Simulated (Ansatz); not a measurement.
Calculated with Ansatz (gas phase, PBE0-D4/def2-TZVP geometries, no zero-point term in ΔE). CCSD(T)/CBS adds triple-zeta CCSD(T) − MP2 to the extrapolated MP2 energy (def2 sets, frozen cores). This one scheme is used for every species. Functionals use def2-TZVPP. B3LYP here is the variant with VWN-RPA as its local correlation; programs differ in this. Elements past krypton have def2 core potentials. For Nb outer-core shells are correlated without core-valence functions, which leaves a few kJ/mol of doubt a bond. Each species was taken in one conformer, which may not be the lowest.

Consider the ligand exchange at the Nb–F bond: `[OH][Nb]([OH])([OH])([OH])[F]` + dimethylamine → `C[N](C)[Nb]([OH])([OH])([OH])[OH]` + H–F.

(1) Is it downhill or uphill in electronic energy at CCSD(T)/CBS, and by how much? (Estimate.)

(2) What do these levels give: PBE-D4, BLYP-D4, PBE0-D4, B3LYP-D4, r2SCAN0-D4, ωB97X-V, PBE, r2SCAN, BHLYP, LC-ωPBE, RPA@PBE/def2-TZVPP, SCS-MP2/def2-QZVPP? (An estimate is asked.)

Largest T1 diagnostic among the species: 0.020, so the coupled-cluster value is less sure than usual.

Results:

(1) The calculation gave: Uphill: ΔE = +74.3 kJ/mol.

(2) The calculation gave: PBE-D4 88.9, BLYP-D4 90.7, PBE0-D4 90.7, B3LYP-D4 93.2, r2SCAN0-D4 95.8, ωB97X-V 102.5, PBE 100.0, r2SCAN 100.5, BHLYP 113.1, LC-ωPBE 114.2, RPA@PBE/def2-TZVPP 75.8, SCS-MP2/def2-QZVPP 77.9 kJ/mol.

Leaving LDA and LC-ωPBE aside and taking each functional with its dispersion term where it has one, the values, not all of them listed here, spread over 17.4 kJ/mol, from revPBE-D4 to CAM-B3LYP-D4. LDA lies −15.6 kJ/mol from PBE without D4. At CCSD(T), def2-SVP lies +11.1 kJ/mol from the extrapolated value and def2-TZVPP +1.7 kJ/mol. The D4 term adds −17.0 kJ/mol with B3LYP and −10.1 kJ/mol with PBE0; it sums over pairs of atoms, weighted by their polarisabilities, and B3LYP, whose exchange is more repulsive, gets the larger term.
